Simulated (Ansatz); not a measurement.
Calculated with Ansatz (gas phase, PBE0-D4/def2-TZVP geometries, no zero-point term in ΔE). CCSD(T)/CBS is the MP2 limit (def2-TZVPP, def2-QZVPP) plus CCSD(T) − MP2 in def2-TZVPP, frozen cores. Functionals use def2-TZVPP. For Ge outer-core shells are correlated without core-valence functions, which leaves a few kJ/mol of doubt a bond. Scalar relativity is left out up to krypton. Each species was taken in one conformer, which may not be the lowest.

Consider the ligand exchange at the Si–N bond: `CBN([SiH3])[SiH3]` + `[OH][GeH3]` → `[SiH3][O][GeH3]` + `CBN[SiH3]`.

```tsv
species	PBE0 energy (Eh)
`CBN([SiH3])[SiH3]`	-702.44105
`[OH][GeH3]`	-2154.32795
`[SiH3][O][GeH3]`	-2444.94128
`CBN[SiH3]`	-411.85177
```

Task: Work out ΔE.

Result: ΔE = (-2444.94128) + (-411.85177) − (-702.44105) − (-2154.32795) = -0.02405 Eh = -15.1 kcal/mol. CCSD(T)/CBS gives -15.1 kcal/mol.

Largest T1 diagnostic among the species: 0.012.

From BLYP to BHLYP (50 % exact exchange), in def2-TZVPP and without D4, ΔE moves by −1.1 kcal/mol. In def2-TZVPP, CCSD(T) changes the Hartree–Fock value by +5.0 kcal/mol (the triples alone add +0.8 kcal/mol) and MP2 by +5.2 kcal/mol. The D4 term adds +1.6 kcal/mol with B3LYP and +0.9 kcal/mol with PBE0; it sums over pairs of atoms, weighted by their polarisabilities, and B3LYP, whose exchange is more repulsive, gets the larger term.

B3LYP here is the variant with VWN-RPA as its local correlation; programs differ in this.
